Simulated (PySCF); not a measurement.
## Working out the ionisation energy of Au

Au [Xe] 4f14 5d10 6s1 (2S) → Au⁺ [Xe] 4f14 5d10 (1S). All numbers are calculated (PySCF 2.14, a scalar-relativistic core potential, in aug-cc-pVTZ-PP with one added diffuse shell each of s, p, d, f, g type with ECP60MDF (7s7p6d4f3g, 113 functions)). Frozen: 5s2 5p6. Energies in hartree (1 hartree = 27.21139 eV):

```tsv
part	Au (lower)	Au⁺ (upper)
UHF	-134.781739	-134.499459
MP2 opposite-spin	-0.258472	-0.224394
MP2 same-spin	-0.136573	-0.115250
```

**Question.** What does Hartree-Fock give?

**Answer.** (-134.499459) − (-134.781739) = 0.282280 hartree = 7.681 eV.

**Question.** What do MP2 and SCS-MP2 (6/5 opposite-spin, 1/3 same-spin) give?

**Answer.** The opposite-spin parts differ by 0.927 eV and the same-spin parts by 0.580 eV. MP2: 7.681 + (0.927) + (0.580) = 9.188 eV. SCS-MP2: 7.681 + 1.2 × (0.927) + (0.580)/3 = 8.987 eV.

Measured between the centres of the two terms (NIST): 9.226 eV, so MP2 (valence) is off by -0.038 eV.

What remains against the reference includes basis incompleteness, the frozen core and correlation beyond second order.
